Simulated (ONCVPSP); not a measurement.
**What one change does to a pseudopotential (Al (Z = 13), ONCV)**

```
Element                 : Al
Generator               : ONCVPSP 4.0.1
Type                    : optimised norm-conserving Vanderbilt (ONCV)
Functional              : PBEsol
Relativity              : scalar-relativistic
Frozen core             : [Ne]
Valence charge          : 3
Reference configuration : 3s2 3p1
Partial waves           : 3s: rc 1.95 bohr, ncon 3, nbas 7, qcut 3.3 1/bohr, 1 projector; 3p: rc 1.85 bohr, ncon 4, nbas 8, qcut 4.9 1/bohr, 1 projector; d scattering state at 0.05 Ha: rc 2.00 bohr, ncon 5, nbas 9, qcut 5.3 1/bohr, 1 projector
Local potential         : polynomial inside 1.45 bohr (lpopt 3, dvloc0 3 Ha)
Core correction         : Teter function, fcfact 5.5, rcfact 1.45
```

Change: all radii but the core radius scaled by about 1.24 (s 2.42, p 2.28, d 2.48 bohr); local potential polynomial inside 1.80 bohr (lpopt 3, dvloc0 3 Ha).

Cutoffs: the cutoffs (Ha) at which the residual kinetic energy of the hardest occupied pseudo-wave falls to 1 and 0.1 mHa per electron; they do not see the model core or the augmentation charge, which bear on the density cutoff. Errors are all-electron minus pseudo energies relative to the spin-unpolarised reference configuration.

Q: What does the change do?

A: The potential gets softer (5.1 Ha and 19 Ha → 4.0 Ha and 6.1 Ha); of the 4 tests that both files solve, the error grows in 3 and shrinks in 0 by more than 15 % and 0.3 meV (median size 6.8 → 11.2 meV); neither file shows a bound ghost. A larger radius leaves more room for a smooth pseudo-wave, so fewer plane waves are needed. More of the atom is replaced by a form fitted at one configuration, so other configurations suffer.

```csv
quantity,base,changed
"cutoff, loose",5.1 Ha,4.0 Ha
"cutoff, tight",19 Ha,6.1 Ha
loose cutoff by channel,"s 5.1 Ha, p 2.1 Ha","s 4.0 Ha, p 2.2 Ha"
bound ghosts,none,none
GHOST(+) flags under 300 eV,none,none
"error for 3s2 3p0, meV [ΔE 5.74 eV]",+4.4,+5.3
"error for 3s1 3p0, meV [ΔE 24.91 eV]",-24,-30
"error for 3s2 3p0.5, meV [ΔE 2.07 eV]",+0.9,+0.9
"error for 3s1 3p1, meV [ΔE 11.53 eV]",-9.2,-17
"rms error of d²Exc/dni dnj with the model core, mHa",1.83,2.01
```
